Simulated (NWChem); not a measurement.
System: Si$_{2}$H$_{5}$O$_{2}$F; SMILES O[SiH2][Si@@H](O)F

The following NWChem deck was run.

```
start job
memory heap 200 mb stack 900 mb global 1100 mb
geometry units angstroms
  O     -2.294313    -0.168934     0.898290
  Si    -1.361482     0.027318    -0.424193
  Si     0.838375    -0.338440     0.076337
  O      1.585256    -0.265844    -1.358764
  F      1.470977     0.873869     0.964222
  H     -2.187592     0.346501     1.692285
  H     -1.618834     1.362154    -0.991926
  H     -1.939157    -0.988792    -1.299630
  H      1.321738    -1.473676     0.864047
  H      2.528895    -0.146951    -1.437134
end
basis spherical
  * library def2-svp
end
dft
  xc xpbe96 cpbe96
  disp vdw 4
  iterations 150
end
driver
  maxiter 120
end
task dft optimize
task dft freq
```

The level has its own optimisation; frequencies are unscaled. Brackets give each atom's bonded neighbours.

Q: Give the results of this calculation. (PBE-D3(BJ)/def2-SVP.) Quantities: r O–Si [O(HSi)–Si(HHOSi)] (Å); r Si–Si (Å); r H–Si [H(Si)–Si(HHOSi)] (Å); r O–Si [O(HSi)–Si(FHOSi)] (Å); highest harmonic frequency (cm⁻¹); lowest (cm⁻¹); zero-point energy (kcal/mol); dipole (D).

A: 
```yaml
r O–Si [O(HSi)–Si(HHOSi)] (Å): 1.689
r Si–Si (Å): 2.353
r H–Si [H(Si)–Si(HHOSi)] (Å): 1.505
r O–Si [O(HSi)–Si(FHOSi)] (Å): 1.670
highest harmonic frequency (cm⁻¹): 3749
lowest (cm⁻¹): 25
zero-point energy (kcal/mol): 35.1
dipole (D): 2.56
```
